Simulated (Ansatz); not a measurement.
Reaction (ligand exchange at the Si–S bond): `N[SiH2][SiH2]S` + H–F → `N[SiH2][SiH2]F` + H₂S

Computed with Ansatz on PBE0-D4/def2-TZVP structures; ΔE is electronic, products minus reactants. CBS: MP2 limit from def2 TZ/QZ plus the TZ coupled-cluster correction, frozen cores. This one scheme is used for every species. Each species was taken in one conformer, which may not be the lowest.

```csv
level,ΔE (kJ/mol)
MP2/def2-TZVPP,-57.8
SCS-MP2/def2-QZVPP,-66.2
```

Question: What does CCSD(T)/CBS give? (Estimate.)

Answer: Computed: -59.9 kJ/mol. The listed levels differ from it by 2.1, -6.3 kJ/mol.

Largest T1 diagnostic among the species: 0.011.

At CCSD(T), def2-SVP lies −3.7 kJ/mol from the extrapolated value and def2-TZVPP −3.4 kJ/mol. The D4 term adds +10.5 kJ/mol with B3LYP and +5.7 kJ/mol with PBE0; it sums over pairs of atoms, weighted by their polarisabilities, and B3LYP, whose exchange is more repulsive, gets the larger term. Leaving LDA and LC-ωPBE aside and taking each functional with its dispersion term where it has one, the values, not all of them listed here, spread over 27.7 kJ/mol, from CAM-B3LYP-D4 to revPBE-D4. LDA lies +4.1 kJ/mol from PBE without D4.

CCSD(T)/CBS has its own doubt, a few kJ/mol and more with outer-core shells, so smaller differences from it don't rank the levels.

B3LYP here is the variant with VWN-RPA as its local correlation; programs differ in this.
